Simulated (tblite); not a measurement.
Species: C₄H₁₄FNSi₃.
Geometry (GFN2-xTB, Å), atoms numbered from 1 in this order:
```
atom  x, y, z in Å
F1    -1.9990   -1.3918   -1.3930
C2    -1.6180   -1.6539   -0.0832
C3    -1.7909   -0.3867    0.7437
C4    -0.7372    0.6520    0.3216
Si5   -1.4086    1.8835   -0.9658
Si6    0.7348   -0.3946   -0.2844
N7     2.0996   -0.2928    0.7768
Si8    3.0759    1.1154    1.0374
C9    -0.1553   -2.0609   -0.0767
H10   -2.2895   -2.4561    0.2531
H11   -1.6543   -0.6649    1.7914
H12   -2.8089   -0.0091    0.6269
H13   -0.4490    1.2336    1.2006
H14   -1.7263    1.2358   -2.2338
H15   -2.6248    2.5004   -0.4169
H16   -0.3917    2.9214   -1.1677
H17    1.1121   -0.1463   -1.6829
H18    2.5415   -1.1678    1.0054
H19    3.9553    0.7693    2.1546
H20    3.8617    1.4526   -0.1539
H21    2.1667    2.2126    1.3565
H22    0.0307   -2.7779   -0.8716
H23    0.0709   -2.5467    0.8704
```

All values are computed: GFN2-xTB (tblite) harmonic vibrations without scaling, gas phase. The method is semi-empirical: single wavenumbers can be off by several per cent or more. Modes of hydrogen on silicon can be 10 to 20 % off. One conformer, not necessarily the lowest.

Harmonic wavenumbers (cm⁻¹): 29.6, 41.8, 68.6, 91.4, 109.4, 121.0, 147.9, 197.2, 214.4, 277.9, 311.8, 351.6, 357.5, 447.0, 516.0, 547.8, 563.5, 583.3, 613.8, 640.5, 676.7, 681.9, 729.8, 753.6, 759.0, 776.8, 788.1, 790.8, 792.5, 799.3, 818.8, 827.3, 889.2, 943.6, 972.4, 975.9, 1037.7, 1066.4, 1097.8, 1143.3, 1180.4, 1192.7, 1205.4, 1241.8, 1294.1, 1314.5, 1322.2, 1464.9, 1483.5, 2202.7, 2209.3, 2222.8, 2230.8, 2252.7, 2277.4, 2306.9, 2892.0, 2938.6, 2961.6, 2976.5, 3006.6, 3029.9, 3477.6.

A = 1417, B = 648.6, C = 504.4 MHz; mass 179.042 u (most abundant isotopes); point group C1, symmetry number 1.

**Question.** Zero-point energy?

**Answer.** Half the sum of the wavenumbers: 36119 cm⁻¹ = 103.27 kcal/mol.

**Question.** Entropy at 298.15 K, 1 bar (ideal gas, RRHO, classical rotation)?

**Answer.** Translation 41.48, rotation 30.92, vibration 44.95: S = 117.3 cal/(mol K).

**Question.** And Cp and H(298.15 K) − H(0)?

**Answer.** Cp = 52.54 cal/(mol K), of which vibrations give 44.59 (their classical limit is 63 R = 125.2); H(298.15 K) − H(0) = 9.15 kcal/mol without the zero-point energy, 6.78 from vibrations.

**Question.** Blend soft modes into free rotors: weight 1/[1 + (100 cm⁻¹/ν̃)⁴] for the oscillator and the rest for a rotor with moment μB/(μ + B), μ = h/(8π²ν), B = 10⁻⁴⁴ kg m². What vibrational entropy results?

**Answer.** 40.21 cal/(mol K) in place of 44.95, which changes −T·S at 298.15 K by +1.41 kcal/mol.

**Question.** How do the functions run with temperature in this model?

**Answer.** 
```csv
T (K),S (cal/(mol K)),Cp (cal/(mol K)),H − H(0) (kcal/mol),G − H(0) (kcal/mol),ln q(vib)
100,78.7,24.1,1.63,-6.24,3.34
200,99.5,37.8,4.70,-15.19,7.38
300,117.7,52.8,9.24,-26.06,11.25
500,150.5,76.0,22.30,-52.96,18.80
800,191.1,96.3,48.44,-104.43,29.31
1000,213.5,104.8,68.60,-144.94,35.67
```

q(vib) and H(0) count from the zero-point level.

**Question.** Which modes carry the vibrational entropy at 298.15 K?

**Answer.** 29.6 cm⁻¹: 5.86; 41.8 cm⁻¹: 5.17; 68.6 cm⁻¹: 4.19; 91.4 cm⁻¹: 3.63; 109.4 cm⁻¹: 3.28; 121.0 cm⁻¹: 3.08 cal/(mol K); the other 57 give 19.73 together.

**Question.** What must be added to the electronic energy to get the Gibbs energy at 298.15 K and 1 bar?

**Answer.** ZPE + [H(298.15 K) − H(0)] − T·S = 103.27 + 9.15 − 34.99 = 77.43 kcal/mol.

Hindered rotation and anharmonicity are outside this model. Other conformers, if any are populated, would add a mixing term that is left out. The structure is chiral; the term R ln 2 for an equal mix with its mirror image is left out.
